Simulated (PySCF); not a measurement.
Spectrum to structure. Theory: TDDFT PBE0/def2-SVPD, vertical, gas phase, core orbitals frozen in the response (PySCF 2.14.0, density-fitted response routines). Geometries: GFN2-xTB, one conformer each.

```csv
state,E (eV),f
S1,6.98,0.0029
S2,7.07,0.0028
S3,7.27,0.0071
S4,7.52,0.0008
S5,7.69,0.0072
S6,7.78,0.0063
S7,7.82,0.0046
S8,7.92,0.0042
```

Triplets computed (Tamm–Dancoff): 6.28, 6.72, 6.74 eV.

Orbital energies (eV): HOMO-3 -9.53, HOMO-2 -9.24, HOMO-1 -8.89, HOMO -8.13, LUMO 0.06, LUMO+1 0.17, LUMO+2 0.43.

Problem. Which structure fits? All have the formula C5H9NOSi.
A. `CO[C@@H]1[C@@H]([SiH3])[C@@H]1C#N`
B. `C=C[Si@H](N=C)C(C)=O`
C. `C#CC(=O)NCC[SiH3]`
D. `N#C[C@@H]1CC[C@@H]1[SiH2]O`

Solution. D. Its S1, at 6.98 eV, is the highest among the candidates; the nearest of the others has S1 at 6.55 eV. S1 is HOMO→LUMO (95%). Löwdin shares by element: HOMO carbon 34% or more, silicon 18%, oxygen 16% (atoms not listed hold the other 32%); LUMO carbon 26% or more, nitrogen 16%, hydrogen 14% or more (atoms not listed hold the other 45%). At the same level the other candidates give, for their lowest levels:
- `CO[C@@H]1[C@@H]([SiH3])[C@@H]1C#N`: 6.55 eV (f 0.004); 7.01 eV (f 0.114); 7.23 eV (f 0.002); 7.50 eV (f 0.004); 7.56 eV (f 0.007); T1 5.91 eV; HOMO -7.75, LUMO 0.02 eV
- `C=C[Si@H](N=C)C(C)=O`: 3.43 eV (f 0.007); 3.98 eV (f 0.001); 4.68 eV (f 0.066); 5.03 eV (f 0.026); 5.22 eV (f 0.033); T1 2.74 eV; HOMO -6.61, LUMO -1.37 eV
- `C#CC(=O)NCC[SiH3]`: 4.94 eV (f 0.001); 5.89 eV (f 0.043); 5.98 eV (f 0.104); 6.29 eV (f 0.037); 6.83 eV (f 0.002); T1 4.43 eV; HOMO -7.73, LUMO -1.02 eV

Conformer computed: `[N:1]#[C:2][C@@H:3]1[CH2:4][CH2:5][C@@H:6]1[SiH2:7][OH:8]`: C5–C6–Si7–O8 -48°, H–O8–Si7–C6 -61°.
